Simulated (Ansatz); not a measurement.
Cost and result up the ladder for the cluster Ga₂PF₃ (6 atoms). The state is a singlet with charge 0. Geometry: PBE-D4/def2-SVP.

```
atom   x (Å)   y (Å)   z (Å)
 Ga1  -1.110   0.815   0.134
 Ga2   1.011  -0.902   0.280
  P3  -0.451  -0.397   1.892
  F4  -2.127   1.954  -0.725
  F5   2.401  -1.713  -0.415
  F6   0.277   0.243  -1.165
```

Ansatz on 4 threads of Arm Neoverse V1 on a shared host. Times are rough, and most runs start from the orbitals of an earlier one. ωB97X-V/def2-TZVP serves as the yardstick here, not as an exact answer. Differences are given only for rows in sets of like size (and for xTB, whose basis is part of the method), since another set adds its own error. Binding counts from free atoms at the same level (Ga doublet, P quartet, F doublet; other spins of the atoms weren't run), without zero-point energy or a counterpoise term.

Correlated methods freeze 26 core orbitals; core or outer-core shells of Ga are correlated, in sets that lack core-valence functions. The rows differ in basis, and correlated rows in double-zeta sets carry the largest basis error. The structure comes from a short search, and lower isomers may exist.

Correlated methods converge slowly with the basis, most of all in double-zeta sets.

```tsv
level	functions	binding energy per atom (eV)	difference from ωB97X-V/def2-TZVP (eV)
PBE0-D4/def2-TZVP	226	3.32	-0.07
MP2/def2-TZVP	226	3.50	0.11
r2SCAN-D4/def2-TZVP	226	3.41	0.02
PBE0-D4/def2-SVP	124	3.34	–
RPA@PBE/def2-TZVP	226	3.01	-0.38
PBE0-D4/def2-TZVPD	271	3.32	-0.07
BHLYP-D4/def2-TZVP (with forces)	226	3.09	-0.30
B97M-V/def2-TZVP	226	3.41	0.02
CCSD(T)/def2-SVP	124	3.09	–
PBE-D4/def2-TZVP	226	3.48	0.09
BHLYP-D4/def2-TZVPD	271	3.10	-0.29
ωB97X-V/def2-TZVP	226	3.39	0.00
PBE-D4/def2-TZVPD	271	3.48	0.09
PBE-D4/def2-SVP	124	3.53	–
```

(1) Estimate how long each takes.

## Answers

(1) PBE-D4/def2-SVP 1.2 s; PBE0-D4/def2-SVP 1.9 s; PBE-D4/def2-TZVP 2.5 s; PBE-D4/def2-TZVPD 4 s; MP2/def2-TZVP 5 s; PBE0-D4/def2-TZVP 5.5 s; r2SCAN-D4/def2-TZVP 6 s; RPA@PBE/def2-TZVP 7 s; PBE0-D4/def2-TZVPD 7.5 s; BHLYP-D4/def2-TZVP (with forces) 8 s; B97M-V/def2-TZVP 9 s; BHLYP-D4/def2-TZVPD 9.5 s; ωB97X-V/def2-TZVP 11 s; CCSD(T)/def2-SVP 16 s. On shared hardware such times vary by a factor of up to 3.
